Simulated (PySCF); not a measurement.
Compound: SbH2(OtBu), C4H11OSb.
Bonds: Sb1–O4, O4–C5, C5–C6, C5–C7, C5–C8. Hydrogens: H2, H3 on Sb1; H9, H10, H11 on C6; H12, H13, H14 on C7; H15, H16, H17 on C8.

Theory: PBE0-D3(BJ)/def2-SVP geometry optimisation, gas phase, def2 core potentials past Kr (PySCF 2.14.0).

(1) Give the optimised bond lengths and angles.

## Answers

(1) 
```json
{"bond": "Sb1–H2, Sb1–H3", "length (Å)": "1.721"}
{"bond": "Sb1–O4", "length (Å)": "2.008"}
{"bond": "O4–C5", "length (Å)": "1.418"}
{"bond": "C5–C6, C5–C7, C5–C8", "length (Å)": "1.528"}
{"bond": "C6–H9 and 8 like bonds", "length (Å)": "1.101"}
```

Bonds in one row agree within 0.01 Å and their mean is given. A selection of angles:
```json
{"angle": "H2–Sb1–H3", "degrees": "90.3"}
{"angle": "H2–Sb1–O4", "degrees": "91.7"}
{"angle": "H3–Sb1–O4", "degrees": "94.5"}
{"angle": "Sb1–O4–C5", "degrees": "121.7"}
{"angle": "O4–C5–C6", "degrees": "110.6"}
{"angle": "O4–C5–C7", "degrees": "104.5"}
{"angle": "C6–C5–C7", "degrees": "110.1"}
{"angle": "C6–C5–C8", "degrees": "110.6"}
{"angle": "C5–C6–H9", "degrees": "111.6"}
{"angle": "C5–C6–H11", "degrees": "110.1"}
{"angle": "H9–C6–H10", "degrees": "107.3"}
{"angle": "H9–C6–H11", "degrees": "108.5"}
```

Dihedral angles: Sb1–O4–C5–C6 61° (synclinal). The mirror-image conformer, all signs reversed, is as good.

All 3 C–C bonds measure 1.526 to 1.529 Å. Sb1 (antimony bonded to O and 2 H) is pyramidal (angles 94.5°, 91.7° and 90.3°, sum 276.5°, 1.00 Å off the plane of its three neighbours). Of the pairs four or more bonds apart, H11···H12 is among the closest relative to their van der Waals radii: 2.52 Å, 105 % of the sum of Bondi's values.

No PBE0-D3(BJ)/def2-SVP frequencies stand behind this structure, so it isn't proved a minimum. One conformer, not necessarily the lowest (H–Sb1–O4–C5 150° and -120°).
